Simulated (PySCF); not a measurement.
# How methods differ on the excitation energy of I

I [Kr] 4d10 5s2 5p5 (2P) → I [Kr] 4d10 5s1 5p6 (2S), as a difference of total energies. Calculation: PySCF 2.14, in dyall-av2z; no relativity, point nucleus. Correlated levels: valence: [Kr] 4d10 frozen; virtual orbitals above 40 to 60 times the deepest correlated orbital energy dropped. The calculations carry no spin-orbit coupling.

```tsv
method	excitation energy (eV)
UHF	11.286
LDA	8.888
PBE	8.896
PBE0	9.510
r2SCAN	9.291
revPBE	8.895
PW91	8.913
wB97X	9.873
MP2 (valence)	9.479
SCS-MP2 (valence)	9.265
```

How much does correlation contribute at MP2 (valence)?

9.479 − (11.286) = -1.807 eV, measured against UHF.

A first-order spin-orbit estimate (lowest level to lowest level, LS coupling) adds 0.239 eV.
